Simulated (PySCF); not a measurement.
The multiplicity is imposed and other spin states were not computed.

Cartesian coordinates (Å):
```xyz
8

Zr    -0.5069    -0.1852     0.2460
F     -1.1107     1.5645     0.7252
F      0.1742    -0.2765    -1.5386
F     -1.8176    -1.5315     0.5962
C      1.2087    -0.6291     1.5898
H      2.0246     0.1102     1.4565
H      1.6286    -1.6352     1.3860
H      0.8993    -0.6019     2.6545
```
Charge 0, multiplicity 1.

**Question.** What is the computed LUMO, dipole moment, HOMO, charge on the central atom (Mulliken), HOMO–LUMO gap and total energy (TPSSh-D3(BJ)/def2-TZVP // TPSS-D3(BJ)/def2-SVP in PySCF 2.14.0)?

**Answer.** 
- LUMO: -1.82 eV
- dipole moment: 0.94 D
- HOMO: -7.65 eV
- charge on the central atom (Mulliken): 1.69 e
- HOMO–LUMO gap: 5.82 eV
- total energy: -10528.03 eV
